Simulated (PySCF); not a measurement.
C₃H₃F₄, charge +1, multiplicity 1. Atoms are numbered in the order given.

```xyz
10

F      2.6041    -0.7768    -0.1320
C      1.6096    -0.0424     0.0138
C      0.3829    -0.5622     0.5399
C     -0.8722     0.1751     0.0062
F     -1.0397    -0.1307    -1.2661
F     -1.9182    -0.1857     0.7023
F     -0.6758     1.4833     0.1168
H      1.7674     1.0189    -0.2568
H      0.3169    -1.6609     0.4803
H      0.4605    -0.2931     1.6276
```
Charge +1, spin multiplicity 1.

Geometry: PBE0-D3(BJ)/def2-SVP. The spin state was assumed, not searched. The isomer is the one that the SMILES or the coordinates give; other isomers of the formula were not compared. The values are those of a single conformer.

Method: PySCF with TDA-PBE/def2-SVPD.

Vertical excitations. Isolated molecule, no solvent.

```
state  energy (eV)  λ (nm)      f                           main pairs
-----  -----------  ------  -----  -----------------------------------
S1            3.45     360  0.000                     HOMO−1→LUMO 97 %
S2            3.72     333  0.034                       HOMO→LUMO 88 %
S3            4.06     306  0.002                     HOMO−2→LUMO 85 %
S4            4.16     298  0.016                     HOMO−3→LUMO 86 %
S5            5.03     246  0.001   HOMO−5→LUMO 79 %, HOMO−4→LUMO 20 %
S6            5.09     244  0.003   HOMO−4→LUMO 75 %, HOMO−5→LUMO 20 %
S7            5.51     225  0.000                     HOMO−6→LUMO 96 %
S8            6.89     180  0.081   HOMO−7→LUMO 76 %, HOMO−8→LUMO 19 %
S9            8.12     153  0.063   HOMO−8→LUMO 70 %, HOMO−7→LUMO 11 %
S10           8.67     143  0.018  HOMO−9→LUMO 70 %, HOMO−10→LUMO 26 %
T1            3.26     380      0                       HOMO→LUMO 98 %
T2            3.41     364      0                     HOMO−1→LUMO 99 %
T3            3.88     320      0                     HOMO−2→LUMO 99 %
T4            4.04     307      0                     HOMO−3→LUMO 99 %
```
Triplets are in the Tamm–Dancoff approximation.
